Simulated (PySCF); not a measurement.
C5H7N, SMILES C1CC(=N1)C=C. Coordinates come from a PBE-D3(BJ)/def2-SVP optimisation. Other conformers were not sampled.

Computed equilibrium geometry at PBE-D3(BJ)/def2-SVP (PySCF confirms it by a frequency run) as a Z-matrix, and its point group (one conformer of several):
point group Cs.
```
C
N 1 1.3106
C 1 1.4635 2 128.37
C 3 1.3500 1 123.12 2 0.00
H 4 1.1003 3 121.74 1 180.00
H 4 1.1021 5 118.30 3 180.00
H 3 1.1032 4 120.62 5 0.00
C 2 1.4892 1 90.32 3 180.00
H 8 1.1112 2 112.80 1 -118.47
H 8 1.1112 9 108.26 2 125.55
C 1 1.5117 2 99.03 8 0.00
H 11 1.1103 1 116.14 2 -115.12
H 11 1.1103 12 108.73 1 133.21
```
Charge 0, spin multiplicity 1.
